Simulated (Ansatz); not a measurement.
Energy profile

The step: CH₆SSn ([CH3][SnH2][SH]) → CH₄Sn ([CH2][SnH2]) + H₂S; bonds formed: S2–H4; bonds broken: Sn1–S2, C3–H4 (atoms numbered as in the saddle structure below).

Sn1  (-0.894, 0.716, -0.228)
S2  (1.321, -0.692, -1.498)
C3  (-0.337, -0.517, 1.258)
H4  (0.881, -0.980, -0.151)
H5  (-2.004, 0.320, -1.460)
H6  (-0.222, 2.261, -0.505)
H7  (2.187, 0.232, -1.051)
H8  (-1.047, -1.302, 1.511)
H9  (0.114, -0.038, 2.124)
(Å)

Electronic energies by CCSD(T) at an estimated basis limit (MP2 extrapolated from triple and quadruple zeta, plus CCSD(T) − MP2 in triple zeta), on PBE0-D4/def2-TZVP structures; CH$_{6}$SSn, singlet; no counterpoise correction. Program: Ansatz 0.2.0. Basis: def2-TZVPP and def2-QZVPP. Cores are frozen in the correlated methods. Filled d shells of the heavier atoms are correlated. Core potentials replace the inner electrons of the atoms past krypton. The def2 sets are not built for correlating such inner shells, so the correlated values are less sure here. Extrapolation: Hartree–Fock as exp(−7.88 √X), correlation as X^−2.97.

**Question.** Give the profile in eV, counted from the start structure. (An estimate is asked for; the value comes from the calculation.)

**Answer.** Computed:
```json
{"point": "start structure", "eV": "0.000"}
{"point": "saddle", "eV": "3.198"}
{"point": "end structure", "eV": "2.852"}
{"point": "separated: CH$_{4}$Sn (linked as [CH2][SnH2]; Sn1, C3, H5, H6, H8, H9; singlet) + H$_{2}$S (S2, H4, H7; singlet)", "eV": "2.948"}
```

T1 diagnostic: at most 0.018. The restricted Hartree–Fock reference is unstable towards an unrestricted one at one or more of these structures.

For scale, one of the runs: CCSD(T)/def2-TZVPP, 207 basis functions, launched by `ansatz run in.yaml --threads 4 --pin off --events-out ev --progress --plain --max-ram 9574MiB`. The run took 73 s on 4 CPU threads of an Arm Neoverse V2 (shared host), with 2.9 GiB of host memory at its peak.
